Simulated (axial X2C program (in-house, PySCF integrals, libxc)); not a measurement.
# Worked dissociation energy of LiBe⁺: HF, spin-free

Calculated with an in-house relativistic program for diatomic molecules. Spin-free means the one-electron spin-free X2C Hamiltonian. Basis: Be dyall-cv3z [8s8p3d1f], Li dyall-cv3z [7s8p2d] (cores contracted in-house); Gaussian nuclei, density fitting, unrestricted open shells. Masses: Be 9.012 u, Li 7.016 u.

Molecular state: M_S = 0, Λ = 0 (closed shell).

```
E(Be) (2M_S = 0, M_L = 0)  : -14.575529 hartree
E(Li+) (2M_S = 0, M_L = 0) : -7.237072 hartree
E(LiBe⁺) at Re             : -21.835823 hartree
ωe                         : 316.8 cm⁻¹
ωexe                       : 4.81 cm⁻¹
```

Task: Work out De and D0.

Result: De = -14.575529 + (-7.237072) − (-21.835823) = 0.02322 hartree = 0.632 eV. The zero-point energy is ωe/2 − ωexe/4 = 157 cm⁻¹ = 0.019 eV, so D0 = 0.612 eV.

Occupations by symmetry block were frozen at the best pattern of an incomplete PBE0 search. De is counted from the lowest determinant-based energies of the atoms at the same level, without counterpoise correction.

Hartree–Fock lacks correlation and underbinds, often by eV.

Each atomic determinant is the lowest at this level and need not be a pure term. Totals compare only within one Hamiltonian and basis.
